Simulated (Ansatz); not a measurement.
Ansatz results at the PBE0-D4/def2-TZVP geometry: LUMO energy (PBE0/def2-TZVPP) -3.13 eV; zero-point energy (PBE0-D4/def2-TZVP) 97.6 kJ/mol; HOMO–LUMO gap (PBE/def2-TZVPP) 1.98 eV.

Each molecule was computed in one conformer, which needn't be the lowest.

(1) Which molecule gave them?
A. `[CH2]1[Se][SnH2]1`
B. `C=NC(=C)F`
C. `O=C1CO1`
D. `O=CC=O`

Answers

(1) D. The others give `C=NC(=C)F`: -1.59, 173.7, 3.78; `[CH2]1[Se][SnH2]1`: -1.14, 105.4, 3.37; `O=C1CO1`: -0.09, 102.4, 5.48.
